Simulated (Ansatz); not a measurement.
Species: CH₄BO₂, net charge 0, doublet state. It need not be the lowest isomer of its formula. 
Geometry from a B3LYP-D3(BJ)/def2-TZVP (Ansatz, a first-principles code) optimisation:
```
B
O 1 1.3705
H 2 0.9601 1 113.65
O 1 1.3705 2 114.80 3 180.00
H 4 0.9601 1 113.65 2 -180.00
C 1 1.5472 2 122.60 3 0.00
H 6 1.0852 1 123.13 2 0.00
H 6 1.0852 7 113.73 1 -180.00
```
Charge 0, spin multiplicity 2.

Wanted: atomisation energy (electronic, to ground-state atoms), in eV. Cores are frozen in the correlated levels unless marked. UHF or UKS for open shells. Spin-orbit coupling is left out. No relativistic terms. The coupled-cluster limit lacks core correlation, which all-electron functionals hold. CBS(X,Y): correlation extrapolated as X^-3; Hartree-Fock from the larger set. [CCSD(T)-MP2]/basis is that difference in the basis named.

| level | program | atomisation energy (eV) |
|---|---|---|
| HF/6-31G | Ansatz | 22.79 |

**Question.** What does RI-MP2/CBS(aug-cc-pVTZ,aug-cc-pVQZ)+[CCSD(T)-MP2]/aug-cc-pVTZ (Ansatz) give?

**Answer.** 34.00 eV, so HF/6-31G differs from it by -11.21 eV.
